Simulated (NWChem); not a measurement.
CH2Cl2O2Si; SMILES O=C(O)[SiH](Cl)Cl

```xyz
8

O     -1.3051    -1.7806     0.0000
C     -0.1342    -1.5187     0.0000
O      0.8353    -2.4414     0.0000
Si     0.5557     0.2783     0.0000
Cl    -0.1715     1.1959    -1.6825
Cl    -0.1715     1.1959     1.6825
H      0.4042    -3.3151     0.0000
H      2.0344     0.3425     0.0000
```
Atoms are numbered in this order, from 1.

Computed with NWChem. Pople sets run with spherical d functions. Structure relaxed at the PBE0/def2-SVP level. Atomic charges in e: unrestrained fits to the electrostatic potential beside Mulliken populations; buried atoms are poorly determined by the fit.

### Question
What does the run give for Hartree-Fock/6-31G*? Quantities: ESP O1; Mulliken O1; ESP C2; Mulliken C2; ESP O3; Mulliken O3; ESP Si4; Mulliken Si4; ESP Cl5; Mulliken Cl5; relative RMS misfit of the potential (%).

### Answer
```
Quantity                                  Result
----------------------------------------  ------
ESP O1                                     -0.59
Mulliken O1                                -0.52
ESP C2                                      0.71
Mulliken C2                                 0.52
ESP O3                                     -0.70
Mulliken O3                                -0.72
ESP Si4                                     0.64
Mulliken Si4                                0.93
ESP Cl5                                    -0.23
Mulliken Cl5                               -0.30
relative RMS misfit of the potential (%)      23
```
